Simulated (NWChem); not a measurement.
System: tetrafluoroborate (BF4 anion); SMILES F[B-](F)(F)F

```xyz
5

F      0.1290     0.1290     1.4026
B      0.0000     0.0000     0.0000
F     -0.5643    -1.2599    -0.3077
F     -0.8401     1.0258    -0.4925
F      1.2754     0.1052    -0.6024
```
Atoms are numbered in this order, from 1.

Computed with NWChem. Pople sets run with spherical d functions. Sets without diffuse functions describe the anion's extra electron poorly. The geometry was optimised at B3LYP/def2-SVPD.

Task: What does the run give for Hartree-Fock/6-311G**? Quantities: highest occupied level (eV); orbital gap (eV).

Result: 
| Property | Result |
|---|---|
| highest occupied level (eV) | -10.02 |
| orbital gap (eV) | 23.95 |
